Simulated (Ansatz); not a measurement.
Reaction (hydrogenolysis of the Si–C bond): `CC(C)[SiH]` + H₂ → `[SiH2]` + propane

Isolated molecules relaxed with PBE0-D4/def2-TZVP in Ansatz; ΔE leaves out vibrations. CCSD(T)/CBS is the MP2 limit (def2-TZVPP, def2-QZVPP) plus CCSD(T) − MP2 in def2-TZVPP, frozen cores. This one scheme is used for every species. Functionals use def2-TZVPP.

`CC(C)[SiH]`:

```xyz
12

C     0.409   -0.083    1.364
C    -0.463   -0.407    0.170
C    -0.521    0.697   -0.890
Si    0.135   -1.486   -1.274
H     0.501   -0.945    2.029
H     1.417    0.191    1.042
H     0.003    0.745    1.956
H    -1.472   -0.682    0.482
H     0.228    1.469   -0.718
H    -0.288    0.315   -1.945
H    -1.512    1.132   -1.025
H     1.563   -0.945   -1.190
```

H₂:

```xyz
2

H     0.311   -0.194    0.072
H    -0.311    0.194   -0.072
```

`[SiH2]`:

Z-matrix (Å, degrees):
```
Si
H 1 1.525
H 1 1.525 2 91.2
```

`CCC`:

```xyz
11

C     0.725   -0.992    0.378
C     0.433    0.431   -0.068
C    -1.045    0.673   -0.327
H     0.407   -1.714   -0.380
H     0.191   -1.231    1.302
H     1.791   -1.147    0.559
H     0.790    1.133    0.693
H     1.004    0.654   -0.976
H    -1.236    1.700   -0.647
H    -1.637    0.489    0.574
H    -1.422    0.006   -1.108
```

```tsv
level	ΔE (kcal/mol)
BLYP-D4	-6.3
CCSD/def2-SVP	-14.8
```

**Question.** What does CCSD(T)/CBS give? (An estimate is asked.)

**Answer.** The calculation gave: -7.5 kcal/mol. The listed levels differ from it by 1.2, -7.3 kcal/mol.

Largest T1 diagnostic among the species: 0.014.

From r2SCAN to r2SCAN0 (25 % exact exchange), in def2-TZVPP and without D4, ΔE moves by −1.7 kcal/mol. In def2-TZVPP, CCSD(T) changes the Hartree–Fock value by +12.5 kcal/mol (the triples alone add +2.7 kcal/mol) and MP2 by +16.1 kcal/mol.
